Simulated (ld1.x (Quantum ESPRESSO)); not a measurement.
The numbers below are computed, except where a source is named.
## Hardness and transferability of assorted potentials

Generated with ld1.x 7.5 (TM, RRKJ, ultrasoft, PAW), atompaw 4.2 or ONCVPSP 4.0.1. The cutoff is in Ry: for ld1.x and atompaw files where the sum of valence levels is converged to 10 mRy in a Bessel basis, for ONCV files where the hardest occupied wave has 1 mHa per electron of residual kinetic energy. The error is the largest all-electron minus pseudo excitation energy over each file’s own four to seven test configurations (ionisations up to +4, promotions, holes and added fractions of an electron), all of which were solved. The labels leave out finer settings (local radius, basis sizes, second energies), which also bear on the numbers. Spin-polarised tests are not counted. The rows are a selection from randomly drawn settings: files with unsolved tests, undetermined cutoffs or missed reference levels are left out.

```tsv
element	potential	cutoff (Ry)	largest error (meV)	bound ghosts
O	RRKJ, LDA (PZ), non-relativistic, rc 0.75/1.25/1.10 (spd), local smoothed, core correction yes, reference 2s2 2p4	160	+372	none
Cl	TM, LDA (PZ), scalar-relativistic, rc 1.25/1.45/1.55 (spd), local s, core correction no, reference 3s2 3p5	50	+320	none
```

(1) Fill in the row for Co: TM semilocal, revPBE, scalar-relativistic, rc 1.75/2.95/1.00 (spd), local p, core correction no, reference 3d7 4s1 4p1.

(2) Fill in the row for C: RRKJ, PBE, scalar-relativistic, rc 0.95/1.50 (sp), local smoothed, core correction no, reference 2s2 2p0.

(3) Fill in the row for Li: TM, LDA (PZ), scalar-relativistic, rc 2.40/4.20/4.55 (spd), local s, core correction no, reference 2s0.5 2p0.

Answers

(1) cutoff 200 Ry, largest error -357 meV, bound ghosts: none.

(2) cutoff 45 Ry, largest error +358 meV, bound ghosts: none.

(3) cutoff 6 Ry, largest error +7.1 meV, bound ghosts: none.
